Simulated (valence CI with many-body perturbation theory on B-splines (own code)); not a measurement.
# E1 line list for Yb⁵⁷⁺

Computed by relativistic CI+MBPT: three valence electrons over a frozen Dirac-Fock core [Ne], radial functions for each j: 11 s, 11 p, 10 d, 8 f, 5 g, 2 h, with the one-electron correlation potential Σ1, the two-electron term Σ2, the three-electron term Σ3, Breit, model QED; selected CI, second order for the rest, scaled by the run's own slope (own B-spline code, finite nucleus).

The last digits are not significant, and no measured levels were compared; by estimate large intervals hold to a few tenths of a per cent, small ones and those within an open d or f shell to about a per cent.

Lines 51 to 100 of 589 in falling wavelength, among levels below 2861.2 eV, chosen from the strongest by gf and those to the six lowest levels. Wavelengths and rates use the calculated energies. Electric multipoles are in the length gauge with retardation, E1 and E2 with the static RPA response of the core. Weak lines are less certain than strong ones. Lines between different terms over intervals too small for the method are left out, as are lines whose strength nearly cancels. The highest levels of a list are the least certain.

Levels are named by their leading jj configuration (3d3/2^4 stands for four electrons in 3d with j = 3/2), which in mixed levels can hold well under half, so a name can repeat and another be missing. Letters in brackets count levels of one name in rising energy.

```csv
λ vac (nm),Upper,Lower,A (s⁻¹),S (a.u.) with core polarisation,S without
6.960,(3p1/2 3p3/2 3d3/2) J=5/2 [b],(3s 3p3/2 3d3/2) J=7/2,5.40e+10,5.39e-02,5.48e-02
6.907,(3p1/2 3p3/2 3d3/2) J=5/2 [a],(3p1/2 3p3/2^2) J=5/2,2.27e+10,2.22e-02,2.25e-02
6.878,(3p1/2 3p3/2 3d3/2) J=3/2 [b],(3s 3p3/2 3d3/2) J=5/2 [a],2.92e+10,1.88e-02,1.91e-02
6.862,(3p1/2 3p3/2 3d5/2) J=9/2,(3s 3p3/2 3d5/2) J=9/2,3.44e+10,5.49e-02,5.58e-02
6.742,(3s^2 4p3/2) J=3/2,(3s^2 4s) J=1/2,2.92e+11,1.77e-01,1.78e-01
6.727,(3p1/2^2 3d3/2) J=3/2,(3s 3p1/2 3d3/2) J=3/2 [a],3.79e+10,2.28e-02,2.32e-02
6.721,(3s 3p1/2 3d3/2) J=3/2 [a],(3s 3p1/2 3p3/2) J=5/2,2.60e+10,1.56e-02,1.58e-02
6.601,(3p1/2^2 3p3/2) J=3/2,(3s 3p1/2 3p3/2) J=3/2 [a],1.89e+10,1.07e-02,1.09e-02
6.465,(3d3/2^2 3d5/2) J=9/2,(3p3/2 3d3/2 3d5/2) J=7/2 [c],1.48e+10,1.97e-02,2.00e-02
6.314,(3s 3p1/2 3d3/2) J=5/2,(3s 3p1/2 3p3/2) J=5/2,9.88e+09,7.37e-03,7.47e-03
6.178,(3s 3p1/2 3d3/2) J=1/2,(3s 3p1/2 3p3/2) J=3/2 [b],2.24e+08,5.21e-05,5.33e-05
6.162,(3s 3p1/2 3d3/2) J=3/2 [a],(3s 3p1/2 3p3/2) J=3/2 [a],9.93e+07,4.59e-05,4.70e-05
6.029,(3p1/2 3d3/2 3d5/2) J=9/2,(3p1/2 3p3/2 3d5/2) J=9/2,3.22e+10,3.48e-02,3.53e-02
6.017,(3s 3p1/2 3d3/2) J=3/2 [b],(3s 3p1/2 3p3/2) J=3/2 [b],4.88e+09,2.10e-03,2.13e-03
5.818,(3s 3p1/2 3d3/2) J=5/2,(3s 3p1/2 3p3/2) J=3/2 [a],1.76e+08,1.02e-04,1.04e-04
5.803,(3d3/2 3d5/2^2) J=11/2,(3p3/2 3d5/2^2) J=9/2,2.30e+10,2.66e-02,2.70e-02
5.703,(3s^2 3d3/2) J=3/2,(3s^2 3p3/2) J=3/2,2.72e+08,9.94e-05,9.97e-05
5.531,(3p3/2 3d5/2^2) J=5/2 [a],(3p3/2^2 3d5/2) J=3/2,4.55e+10,2.28e-02,2.31e-02
5.486,(3d3/2^2 3d5/2) J=9/2,(3p3/2 3d3/2 3d5/2) J=9/2 [a],2.19e+10,1.79e-02,1.81e-02
5.481,(3s 3p1/2 3d3/2) J=3/2 [b],(3s 3p1/2 3p3/2) J=5/2,1.20e+09,3.88e-04,3.96e-04
5.442,(3d3/2 3d5/2^2) J=11/2,(3p3/2 3d5/2^2) J=11/2,3.91e+10,3.74e-02,3.79e-02
5.433,(3d3/2 3d5/2^2) J=7/2 [b],(3p3/2 3d5/2^2) J=7/2 [a],2.75e+10,1.74e-02,1.77e-02
5.231,(3p3/2 3d5/2^2) J=7/2 [a],(3p3/2^2 3d5/2) J=5/2 [a],3.00e+10,1.70e-02,1.72e-02
5.218,(3s 3p1/2 3d3/2) J=1/2,(3s 3p1/2 3p3/2) J=3/2 [a],5.15e+09,7.23e-04,7.34e-04
5.217,(3d5/2^3) J=3/2,(3p3/2 3d5/2^2) J=3/2 [b],1.38e+11,3.87e-02,3.93e-02
5.194,(3d5/2^3) J=9/2,(3p3/2 3d5/2^2) J=7/2 [b],2.61e+11,1.80e-01,1.83e-01
5.168,(3s 3p1/2 3d5/2) J=5/2 [a],(3s 3p1/2 3p3/2) J=3/2 [b],1.86e+09,7.59e-04,7.69e-04
5.161,(3s 3d5/2^2) J=5/2,(3s 3p3/2 3d5/2) J=3/2 [b],4.94e+10,2.01e-02,2.04e-02
5.123,(3d3/2 3d5/2^2) J=7/2 [a],(3p3/2 3d3/2 3d5/2) J=5/2 [c],7.61e+10,4.04e-02,4.09e-02
5.103,(3s 3p1/2 3d3/2) J=3/2 [b],(3s 3p1/2 3p3/2) J=3/2 [a],4.30e+09,1.13e-03,1.14e-03
5.056,(3s 3d5/2^2) J=7/2,(3s 3p3/2 3d5/2) J=5/2 [b],2.50e+11,1.27e-01,1.29e-01
5.047,(3d3/2 3d5/2^2) J=5/2 [a],(3p3/2 3d3/2 3d5/2) J=3/2 [c],8.84e+10,3.37e-02,3.41e-02
5.038,(3s 3d5/2^2) J=9/2,(3s 3p3/2 3d5/2) J=7/2 [b],7.52e+10,4.75e-02,4.82e-02
4.987,(3d5/2^3) J=5/2,(3p3/2 3d5/2^2) J=3/2 [b],2.15e+11,7.89e-02,8.00e-02
4.973,(3d3/2 3d5/2^2) J=9/2,(3p3/2 3d3/2 3d5/2) J=7/2 [c],2.08e+11,1.26e-01,1.28e-01
4.943,(3d3/2 3d5/2^2) J=7/2 [b],(3p3/2 3d3/2 3d5/2) J=5/2 [d],1.29e+11,6.15e-02,6.23e-02
4.933,(3d3/2 3d5/2^2) J=11/2,(3p3/2 3d3/2 3d5/2) J=9/2 [b],2.84e+11,2.02e-01,2.04e-01
4.933,(3p1/2 3d5/2^2) J=5/2,(3p1/2 3p3/2 3d5/2) J=3/2 [b],5.91e+10,2.10e-02,2.13e-02
4.929,(3s 3d3/2 3d5/2) J=5/2 [b],(3s 3p3/2 3d3/2) J=5/2 [b],4.48e+10,1.59e-02,1.61e-02
4.925,(3s 3d3/2 3d5/2) J=7/2 [b],(3s 3p3/2 3d3/2) J=5/2 [b],1.56e+11,7.35e-02,7.45e-02
4.918,(3p1/2 3d5/2^2) J=7/2,(3p1/2 3p3/2 3d5/2) J=5/2 [b],2.58e+11,1.21e-01,1.23e-01
4.914,(3p1/2 3d5/2^2) J=3/2,(3p1/2 3p3/2 3d5/2) J=1/2,7.65e+10,1.79e-02,1.82e-02
4.900,(3d5/2^3) J=3/2,(3p3/2 3d5/2^2) J=5/2 [b],7.23e+10,1.68e-02,1.70e-02
4.899,(3p3/2 3d3/2 3d5/2) J=7/2 [b],(3p3/2^2 3d3/2) J=7/2,8.05e+10,3.74e-02,3.79e-02
4.888,(3d5/2^3) J=3/2,(3p3/2 3d5/2^2) J=3/2 [a],7.98e+10,1.84e-02,1.86e-02
4.887,(3s 3d5/2^2) J=3/2,(3s 3p3/2 3d5/2) J=3/2 [b],9.67e+10,2.23e-02,2.26e-02
4.882,(3d3/2 3d5/2^2) J=5/2 [b],(3p3/2 3d3/2 3d5/2) J=3/2 [c],9.42e+10,3.24e-02,3.29e-02
4.870,(3p3/2 3d5/2^2) J=11/2,(3p3/2^2 3d5/2) J=9/2,1.45e+11,9.93e-02,1.01e-01
4.863,(3p3/2 3d5/2^2) J=7/2 [b],(3p3/2^2 3d5/2) J=5/2 [b],4.56e+11,2.07e-01,2.10e-01
4.852,(3d3/2 3d5/2^2) J=5/2 [a],(3p3/2 3d3/2 3d5/2) J=3/2 [b],1.61e+11,5.45e-02,5.52e-02
```
